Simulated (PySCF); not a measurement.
SMILES C[O][Sn]([NH2])([OH])[OH] (CAM-B3LYP/def2-SVP optimised geometry):

```
13

C     -0.637    -1.050    -2.831
O     -1.234    -1.108    -1.559
Sn    -0.474    -0.176     0.000
N      1.530    -0.176     0.000
O     -1.272    -1.179     1.489
O     -0.998     1.718     0.000
H     -0.904    -0.124    -3.374
H     -0.997    -1.901    -3.431
H      0.466    -1.109    -2.788
H      1.933     0.745     0.159
H      1.943    -0.837     0.655
H     -1.882    -1.856     1.165
H     -1.943     1.856    -0.140
```

Level of theory: CAM-B3LYP/def2-TZVP, def2 effective core potentials past Kr in PySCF.

Q: What are the frontier orbital energies and the dipole moment?

A: HOMO-2 -9.77 eV, HOMO-1 -9.50 eV, HOMO -9.32 eV, LUMO -0.34 eV, LUMO+1 1.46 eV; dipole moment 0.84 D.

On the same geometry PBE/def2-TZVP, def2 effective core potentials past Kr (PySCF 2.14.0) gives HOMO-2 -6.77 eV, HOMO-1 -6.50 eV, HOMO -6.23 eV, LUMO -2.26 eV, LUMO+1 -0.07 eV; dipole moment 0.76 D.
